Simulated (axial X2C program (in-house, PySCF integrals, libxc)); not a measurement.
# SbO⁺: properties at the nuclei

Computed with an axial X2C code built on PySCF integrals: two-component X2C with atomic mean-field Coulomb and Gaunt terms, Gaussian nuclei, basis Sb dyall-cv3z, O dyall-av3z with contracted cores.

R = 1.756 Å (near the PBE0 minimum at charge 1 of the determinant lowest at the starting distance; the state shown can have its own minimum elsewhere).

Input and command:
```json
{"zs": [51, 8], "q": 1, "bas": ["dyall-cv3z", "dyall-av3z"], "r0": 1.9, "levels": ["PBE0", "HF", "B3LYP", "BHandHLYP", "LDA"], "nst": 3}
```
```bash
python soeom.py task.json out
```

Keys: zs atomic numbers; q charge; bas basis sets; r0 starting distance in Å; levels methods; nst determinants followed.

Determinant lowest in the PBE0 search, Ω = 0 (closed shell), highest spinor 70% O p, 21% Sb p, 4% Sb s:

```json
{"level": "PBE0", "qzz Sb (a.u.)": "-8.89", "qzz O (a.u.)": "-0.28"}
{"level": "HF", "qzz Sb (a.u.)": "-11.10", "qzz O (a.u.)": "-0.15"}
{"level": "B3LYP", "qzz Sb (a.u.)": "-8.52", "qzz O (a.u.)": "-0.36"}
{"level": "BHandHLYP", "qzz Sb (a.u.)": "-9.46", "qzz O (a.u.)": "-0.29"}
{"level": "LDA", "qzz Sb (a.u.)": "-8.07", "qzz O (a.u.)": "-0.36"}
```

qzz is the electric field gradient, eQq0 = 234.96 MHz × Q/barn × qzz. The operators were transformed with the bare-nucleus X2C matrices; with these basis sets, hyperfine constants and field gradients can be off by tens of per cent, and where levels differ in sign neither size nor sign is settled.

(1) With Q(121Sb) = -0.543 barn (Q from Pyykkö, Mol. Phys. 2018), turn the PBE0 values of the first state into constants in MHz.

Each state is one determinant with collinear spin. The search compared states at one distance, so a state with another bond length can lie lower. Where a field gradient or hyperfine factor spreads by more than a factor of two over the levels, a constant derived from it is not to be relied on.

## Answers

(1) eQq0(121Sb) = 234.96 × (-0.543) × (-8.89) = 1130 MHz.
